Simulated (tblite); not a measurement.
C₇H₉FO (charge +1 and doublet state).
Numbering: `[O+:1]=[C:2]1[CH2:3][C@@H:4]2[CH2:5][CH2:6][C@@:7]1([F:8])[CH2:9]2` (hydrogens: H10, H11 on C3; H12 on C4; H13, H14 on C5; H15, H16 on C6; H17, H18 on C9)

Structure optimised with GFN2-xTB, isolated species. This method treats the open shell by occupation alone, without spin polarisation.

What internal coordinates does the optimisation give?

```json
{"bond": "O1=C2", "length (bohr)": "2.207"}
{"bond": "C2–C3", "length (bohr)": "2.823"}
{"bond": "C3–C4", "length (bohr)": "2.887"}
{"bond": "C4–C5", "length (bohr)": "2.909"}
{"bond": "C5–C6", "length (bohr)": "2.891"}
{"bond": "C6–C7", "length (bohr)": "2.873"}
{"bond": "C7–F8", "length (bohr)": "2.507"}
{"bond": "C7–C9", "length (bohr)": "2.875"}
{"bond": "C2–C7", "length (bohr)": "3.090"}
{"bond": "C4–C9", "length (bohr)": "2.895"}
{"bond": "C3–H10", "length (bohr)": "2.066"}
{"bond": "C3–H11", "length (bohr)": "2.071"}
{"bond": "C4–H12", "length (bohr)": "2.054"}
{"bond": "C5–H13", "length (bohr)": "2.063"}
{"bond": "C5–H14", "length (bohr)": "2.057"}
{"bond": "C6–H15", "length (bohr)": "2.065"}
{"bond": "C6–H16", "length (bohr)": "2.074"}
{"bond": "C9–H17", "length (bohr)": "2.064"}
{"bond": "C9–H18", "length (bohr)": "2.058"}
```

A selection of angles:
```json
{"angle": "O1–C2–C3", "degrees": "135.8"}
{"angle": "O1–C2–C7", "degrees": "122.1"}
{"angle": "C3–C2–C7", "degrees": "102.1"}
{"angle": "C2–C3–C4", "degrees": "105.0"}
{"angle": "C3–C4–C5", "degrees": "107.8"}
{"angle": "C3–C4–C9", "degrees": "101.1"}
{"angle": "C5–C4–C9", "degrees": "102.5"}
{"angle": "C4–C5–C6", "degrees": "103.4"}
{"angle": "C5–C6–C7", "degrees": "103.0"}
{"angle": "C6–C7–F8", "degrees": "117.1"}
{"angle": "C6–C7–C9", "degrees": "106.2"}
{"angle": "F8–C7–C9", "degrees": "119.1"}
{"angle": "C2–C7–C6", "degrees": "100.5"}
{"angle": "C2–C7–F8", "degrees": "111.1"}
{"angle": "C2–C7–C9", "degrees": "99.9"}
{"angle": "C4–C9–C7", "degrees": "94.2"}
```

Dihedral angles: O1–C2–C3–C4 -175° (antiperiplanar); C2–C3–C4–C5 68° (synclinal); C3–C4–C5–C6 -68° (synclinal); C4–C5–C6–C7 -7° (synperiplanar); C5–C6–C7–F8 -163° (antiperiplanar); C6–C7–C9–C4 49° (synclinal); O1–C2–C7–C6 103° (anticlinal); C3–C4–C9–C7 59° (synclinal).

The 5-membered ring C4–C5–C6–C7–C9 has internal angles of 94.2° to 106.2° (sum 509°, against 540° for a flat polygon); it is puckered, 0.24 Å rms from its mean plane, widest ring torsion 53°. C2 (carbon bonded to 2 C and O) is planar (angles 135.8°, 122.1° and 102.1°, sum 360.0°, 0.01 Å off the plane of its three neighbours). Of the pairs four or more bonds apart, H10···H14 is among the closest relative to their van der Waals radii: 2.50 Å, 104 % of the sum of Bondi's values. The 5-membered ring C2–C3–C4–C9–C7 has internal angles of 94.2° to 105.0°; it is puckered, 0.27 Å rms from its mean plane, widest ring torsion 59°. The C–C distances run from 1.494 Å (C2–C3, drawn single) to 1.635 Å (C2–C7, drawn single), a spread of 0.141 Å.

Point group: C1 (no symmetry element, even within 0.4 Å). Its GFN2-xTB frequencies are all real (lowest 115 cm⁻¹).

The run took 0.3 s of wall time on one thread of an Arm Neoverse V2, shared host with 96 logical CPUs at a one-minute load of 21. These figures are those of the optimisation.

All values are computed, not measured.
